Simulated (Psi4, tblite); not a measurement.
Approach curve of the dimer O2S ··· C3H6 (SMILES O=S=O and C1CC1), singlet. Monomers: optimised at B3LYP-D3(BJ) (def2-TZVP), held rigid. Orientation: a higher rigid-body minimum at GFN2-xTB. The monomers approach along the line of their centres of mass (distance R); nothing else relaxes.

Geometry at R = 3.56 Å (first 3 atoms: monomer A):
```
12

O      1.2381     0.2470     0.0000
S      0.0012    -0.4877     0.0000
O     -1.2393     0.2407     0.0000
C      0.7604    -2.7359    -3.4788
C      1.0593    -2.5665    -2.0152
C      0.0385    -1.6860    -2.6808
H      1.5061    -2.4099    -4.1912
H      0.2055    -3.6118    -3.7865
H      0.7067    -3.3278    -1.3327
H      2.0073    -2.1259    -1.7374
H     -1.0047    -1.8517    -2.4485
H      0.2958    -0.6497    -2.8533
```

Computed with: revPBE-D3(BJ)/def2-TZVP, counterpoise-corrected (Psi4); PBE/def2-TZVP, counterpoise-corrected (Psi4); GFN2-xTB (tblite); SAPT0/jun-cc-pVDZ, frozen core (Psi4).

Interaction energies in kJ/mol:

| R / Å | revPBE-D3(BJ)/def2-TZVP | PBE/def2-TZVP | GFN2-xTB |
|---|---|---|---|
| 2.92 | 71.16 | 77.85 | 16.50 |
| 3.12 | 27.89 | 35.44 | -9.31 |
| 3.34 | 3.83 | 11.68 | -18.59 |
| 3.56 | -6.66 | 0.95 | -19.09 |
| 3.78 | -10.30 | -3.31 | -16.48 |
| 3.96 | -10.79 | -4.48 | -13.90 |
| 4.23 | -9.75 | -4.54 | -10.64 |
| 4.57 | -7.57 | -3.66 | -7.76 |
| 5.08 | -4.65 | -2.23 | -4.89 |
| 5.77 | -2.24 | -1.03 | -2.62 |
| 6.74 | -0.84 | -0.39 | -1.16 |
| 8.07 | -0.29 | -0.16 | -0.45 |

Predict the corresponding SAPT0/jun-cc-pVDZ column.

2.92: 71.31; 3.12: 32.35; 3.34: 8.63; 3.56: -2.74; 3.78: -7.21; 3.96: -8.16; 4.23: -7.56; 4.57: -5.80; 5.08: -3.52; 5.77: -1.80; 6.74: -0.79; 8.07: -0.31 (kJ/mol).
